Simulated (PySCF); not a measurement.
Compound: [V(H2O)6]2+, H12O6V (charge +2 and quartet state).
Atom-mapped SMILES: `[OH2:1]->[V+2:2](<-[OH2:3])(<-[OH2:4])(<-[OH2:5])(<-[OH2:6])<-[OH2:7]` (hydrogens: H8, H9 on O1; H10, H11 on O3; H12, H13 on O4; H14, H15 on O5; H16, H17 on O6; H18, H19 on O7)
The ion is multiply charged and has no counter-ions or solvent.

Computed by this run: PBE0-D3(BJ)/def2-SVP geometry optimisation, gas phase in PySCF 2.14.0; unrestricted, density fitting, grid level 1; the optimiser is geomeTRIC in internal coordinates, started from a GFN2-xTB structure with every atom displaced at random (about 0.03 Å).

Step 2: E = -38124.0297 eV
```
atom  x, y, z in Å  |  force x, y, z in eV/Å
O1      0.3971   -2.0506    0.5431    0.132   0.177  -0.104
V2     -0.0209   -0.0081    0.0158    0.160  -0.034   0.094
O3     -0.9647    0.2141    1.9256   -0.157   0.001  -0.130
O4     -1.8860   -0.6363   -0.7819   -0.124   0.011  -0.195
O5     -0.3815    2.0340   -0.5246    0.056  -0.079  -0.203
O6      1.8843    0.6473    0.7619   -0.080   0.044   0.122
O7      0.9358   -0.2242   -1.8925    0.070  -0.052   0.112
H8      1.1730   -2.5290    0.2146   -0.130  -0.069   0.061
H9      0.1461   -2.4665    1.3793    0.021  -0.038   0.034
H10    -1.9085    0.0429    2.0701    0.083   0.009  -0.005
H11    -0.7080    0.8551    2.6008    0.048   0.014   0.112
H12    -2.3351   -0.2207   -1.5320   -0.016   0.098   0.050
H13    -2.2600   -1.5260   -0.7330    0.044  -0.149   0.085
H14    -1.1505    2.5722   -0.2943   -0.013   0.076   0.073
H15    -0.0490    2.3890   -1.3642   -0.066  -0.011   0.081
H16     2.1248    1.5847    0.7597    0.013   0.050  -0.024
H17     2.3632    0.2626    1.5107    0.028  -0.059  -0.074
H18     1.8765   -0.0405   -2.0412   -0.082  -0.038   0.002
H19     0.6812   -0.8882   -2.5481    0.012   0.050  -0.091
```

Step 3: E = -38124.0495 eV
```
atom  x, y, z in Å  |  force x, y, z in eV/Å
O1      0.3978   -2.0349    0.5324    0.115  -0.009   0.072
V2     -0.0142   -0.0080    0.0143    0.012   0.054  -0.072
O3     -0.9696    0.2168    1.9166   -0.128   0.043  -0.044
O4     -1.8998   -0.6462   -0.7869    0.068  -0.028   0.003
O5     -0.3785    2.0338   -0.5289   -0.018  -0.041  -0.135
O6      1.8859    0.6515    0.7632   -0.111   0.039   0.063
O7      0.9489   -0.2269   -1.8876    0.142  -0.067   0.043
H8      1.1509   -2.5541    0.2102   -0.148  -0.003   0.037
H9      0.1412   -2.4206    1.3836    0.042  -0.020  -0.049
H10    -1.9146    0.0499    2.0561    0.068   0.004  -0.016
H11    -0.7094    0.8412    2.6083    0.037  -0.038   0.047
H12    -2.3867   -0.2350   -1.5138   -0.043   0.072   0.005
H13    -2.2408   -1.5489   -0.7220    0.014  -0.069   0.007
H14    -1.1380    2.5783   -0.2762    0.057   0.029   0.038
H15    -0.0588    2.3930   -1.3712   -0.060  -0.011   0.063
H16     2.1264    1.5893    0.7634    0.024   0.014   0.009
H17     2.3790    0.2504    1.4931    0.054  -0.021  -0.051
H18     1.8946   -0.0494   -2.0148   -0.107  -0.026   0.009
H19     0.7034   -0.8682   -2.5703   -0.018   0.076  -0.031
```

Step 4: E = -38124.0690 eV
```
atom  x, y, z in Å  |  force x, y, z in eV/Å
O1      0.3812   -2.0218    0.5386    0.072  -0.144   0.215
V2     -0.0042   -0.0030    0.0088   -0.127   0.104  -0.189
O3     -0.9784    0.2085    1.9016   -0.053   0.063   0.000
O4     -1.9082   -0.6646   -0.7826    0.231  -0.028   0.145
O5     -0.3673    2.0361   -0.5450   -0.066  -0.028  -0.041
O6      1.8870    0.6682    0.7584   -0.114   0.027   0.025
O7      0.9700   -0.2160   -1.8841    0.147  -0.072  -0.006
H8      1.0885   -2.6033    0.2214   -0.083   0.037  -0.052
H9      0.1203   -2.3723    1.4046    0.018   0.017  -0.069
H10    -1.9254    0.0454    2.0228    0.011   0.006  -0.008
H11    -0.7157    0.7960    2.6251    0.020  -0.061   0.005
H12    -2.4542   -0.2635   -1.4712   -0.051   0.041  -0.016
H13    -2.1984   -1.5837   -0.7023   -0.031  -0.026  -0.060
H14    -1.1006    2.6004   -0.2593    0.071   0.005   0.026
H15    -0.0676    2.3946   -1.3934   -0.027  -0.006   0.003
H16     2.1270    1.6062    0.7646    0.023  -0.007   0.027
H17     2.4118    0.2466    1.4529    0.069   0.000  -0.029
H18     1.9197   -0.0482   -1.9831   -0.052   0.000   0.011
H19     0.7322   -0.8137   -2.6082   -0.059   0.072   0.014
```

**Question.** Estimate the geometry and energy of step 5. (The exact step hangs on the optimiser's Hessian estimate; all steps are aligned on step 4, rigid shifts and turns removed.)

**Answer.** E = -38124.0873 eV, largest force 0.360 eV/Å
```
atom  x, y, z in Å  |  force x, y, z in eV/Å
O1      0.3530   -2.0168    0.5568    0.004  -0.145   0.273
V2      0.0056    0.0046    0.0003   -0.212   0.068  -0.218
O3     -0.9913    0.1961    1.8828    0.019   0.070   0.029
O4     -1.9047   -0.6913   -0.7690    0.303  -0.021   0.193
O5     -0.3542    2.0379   -0.5663   -0.090  -0.002   0.031
O6      1.8851    0.6930    0.7498   -0.071   0.021   0.025
O7      0.9947   -0.1975   -1.8817    0.115  -0.064  -0.028
H8      0.9959   -2.6670    0.2399   -0.006   0.037  -0.116
H9      0.0900   -2.3222    1.4393    0.007   0.032  -0.066
H10    -1.9413    0.0414    1.9795   -0.045   0.005  -0.003
H11    -0.7261    0.7296    2.6466    0.010  -0.058  -0.023
H12    -2.5120   -0.2973   -1.4089   -0.040  -0.009  -0.011
H13    -2.1383   -1.6272   -0.6889   -0.067   0.035  -0.107
H14    -1.0433    2.6345   -0.2392    0.063  -0.015   0.023
H15    -0.0811    2.3898   -1.4250    0.006  -0.005  -0.048
H16     2.1222    1.6318    0.7668    0.010  -0.019   0.021
H17     2.4575    0.2512    1.3919    0.060   0.005  -0.017
H18     1.9478   -0.0441   -1.9532    0.020   0.020   0.010
H19     0.7582   -0.7347   -2.6519   -0.087   0.047   0.034
```

The energy changes by -0.0183 eV. The first-order estimate −F·Δx gives -0.0263 eV and the mean of the old and new forces, exact on a quadratic surface, -0.0185 eV. The step makes an angle of 80° with the force vector and moves no atom by more than 0.114 Å.

What follows is the cost of the whole optimisation. The run took 9.4 min wall on Arm Neoverse V1, one thread, shared host with 32 logical CPUs at a one-minute load of 30, and the process peaked at 0.85 GiB of memory.

For an open-shell metal species like this, the optimisation's SCF solution wasn't tested for stability and no frequencies at its level were run, so a lower state or another shape may exist.
